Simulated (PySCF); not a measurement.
Radial density of As⁺ (arsenic, charge +1)

PW91, [Ar] 3d10 4s2 4p1 5s1, high-spin 3P determinant (an excited configuration). Calculation: PySCF 2.14, in x2c-QZVPPall with one added diffuse shell each of s, p, d, f type (12s9p6d5f1g, 113 functions); scalar relativity by spin-free X2C-1e.

```
r (bohr)  4πr²ρ (e/bohr)  4πr²(ρα − ρβ)
0.000778          0.3022         0.0000
 0.00131          0.7558         0.0001
 0.00220           1.850         0.0002
 0.00370           4.373         0.0004
 0.00623           9.721         0.0010
  0.0105           19.43         0.0020
  0.0176           32.50         0.0037
  0.0297           40.70         0.0066
  0.0499           35.70         0.0157
  0.0839           35.36         0.0389
   0.141           47.69         0.0353
   0.237           30.68        -0.0071
   0.399           28.15         0.0989
   0.671           23.81         0.0039
    1.13           5.972         0.2629
    1.90           2.028         0.5826
    3.20          0.4897         0.3356
    5.37          0.2277         0.2265
    9.04         0.01074         0.0107
```

Densities and radii are taken from the X2C orbitals without a picture-change correction, which distorts them close to the nucleus.

The outer electron is Rydberg-like, and this basis confines it to a smaller radius and binds it less than a complete one would.

Q: Where is the radial spin density 4πr²(ρα − ρβ) most negative, and why is it negative at all?

A: Around r = 0.237 bohr, down to -0.0071 e/bohr: exchange with the open shell polarises the paired shells in an unrestricted calculation.
